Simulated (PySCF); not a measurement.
C₃H₂O, SMILES C=C=C=O. Atoms are numbered in the order given.

```xyz
6

C     -0.1019     1.8405     0.0000
C      0.2804     0.5657     0.0000
C     -0.0054    -0.7045     0.0000
O     -0.0639    -1.8770     0.0000
H      0.6321     2.6587     0.0000
H     -1.1597     2.1466     0.0000
```
Charge 0, spin multiplicity 1.

Coordinates come from a r2SCAN-D4/def2-SVP optimisation.

These are PBE/pcSseg-2 (PySCF) values and carry that method's errors.

GIAO shieldings, no solvent; atoms listed in one row are averaged. δ = σ(ref) − σ: ¹³C against TMS (σ = 181.4 ppm); ¹⁷O against H2O (σ = 327.5 ppm); ¹H against TMS (σ = 31.47 ppm), references at their B3LYP-D3(BJ)/def2-TZVP geometries, non-relativistic.

```json
[
 {"nucleus": "¹³C", "atoms": "C3", "count": "1", "δ (ppm)": "251.3"},
 {"nucleus": "¹³C", "atoms": "C2", "count": "1", "δ (ppm)": "213.5"},
 {"nucleus": "¹³C", "atoms": "C1", "count": "1", "δ (ppm)": "189.8"},
 {"nucleus": "¹⁷O", "atoms": "O4", "count": "1", "δ (ppm)": "628.9"},
 {"nucleus": "¹H", "atoms": "H6", "count": "1", "δ (ppm)": "9.45"},
 {"nucleus": "¹H", "atoms": "H5", "count": "1", "δ (ppm)": "9.07"}
]
```
